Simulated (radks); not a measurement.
Values are calculated unless marked as measured or tabulated.
Neutral tin inside a hard spherical wall (all orbitals vanish at R), configuration held at [Kr] 4d10 5s2 5p2 and not refilled when levels cross. Code: a radial shooting solver on a logarithmic mesh with Libxc functionals. Model: scalar-relativistic Kohn-Sham, PBE, spin-unpolarised, spherical densities, finite nucleus; Fermi nuclear charge, rms radius 4.6519 fm. Eigenvalues in eV, with the zero of energy where the potential of the charges vanishes at infinity; a dash marks a level that is unbound or too diffuse for the functional's potential to be trusted. A positive occupied level is held by the wall or, in an anion where self-interaction has pushed it up, behind a barrier. The pressure on the wall is -dE/dV.

R (bohr)  E (hartree)  kinetic (hartree)    e(4p)    e(4d)    e(5s)   e(5p)  e(6s, empty)  e(5d, empty)  pressure (GPa)
free      -6177.04117           6448.946  -89.701  -25.840  -10.549  -3.694             -             -               0
20        -6177.04117           6448.946  -89.701  -25.840  -10.549  -3.694        -0.451             -        < 0.0001
15        -6177.04116           6448.947  -89.700  -25.839  -10.548  -3.694        -0.362         0.901        < 0.0001
12        -6177.04106           6448.948  -89.688  -25.826  -10.537  -3.684        -0.092         1.294         0.00173
10        -6177.04037           6448.953  -89.628  -25.767  -10.489  -3.635         0.475         1.851          0.0191
7         -6177.02395           6449.053  -88.959  -25.107   -9.972  -3.026         4.056         4.262           0.862
6         -6176.99087           6449.224  -88.139  -24.303   -9.337  -2.188         7.856         6.405            3.60
4         -6176.49457           6451.299  -82.553  -18.936   -3.922   5.274        35.264        20.433             106
3         -6174.71752           6457.927  -72.780   -9.647    9.872  23.184        90.462        47.892             974
2.5       -6171.51115           6469.488  -61.252    1.754   30.974  48.974        159.76        82.436            3880
2         -6161.57818           6503.932  -36.650   28.004   87.777  114.31        313.93        160.04           20500
